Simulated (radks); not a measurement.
Ir LXXI, 7 electrons, occupied as [He] 2s2 2p3.

Method: scalar-relativistic Kohn-Sham, r2SCAN, spin-polarised, spherical densities, finite nucleus; open shells are filled with parallel spins first (spin-orbit coupling, left out, can overturn this in heavy ions); meta-GGA in the generalised Kohn-Sham scheme; Fermi nuclear charge, rms radius 5.4032 fm; computed with a radial shooting solver on a logarithmic mesh with Libxc functionals.

Energy parts (hartree):
total: -10106.8569
kinetic: 11797.6415
electron-nucleus: -22262.7312
Hartree: 466.8766
exchange-correlation: -108.6438

Orbitals (lengths in bohr, moments of r in powers of bohr):
orbital  occ.  eigenvalue (hartree)      <r>
1s up       1             -3080.806  0.01741
1s down     1             -3077.806  0.01739
2s up       1             -741.2123  0.07145
2s down     1             -736.5903  0.07165
2p up       3             -681.1634  0.06374
2p down     0             -675.5431  0.06399

The highest occupied level is 2p up at -18535.4 eV. The spin density at the nucleus is -240 e/bohr^3 (1s -1410, 2s 1170). The electron density at the nucleus is 1.9e+06 e/bohr^3 (large components only).
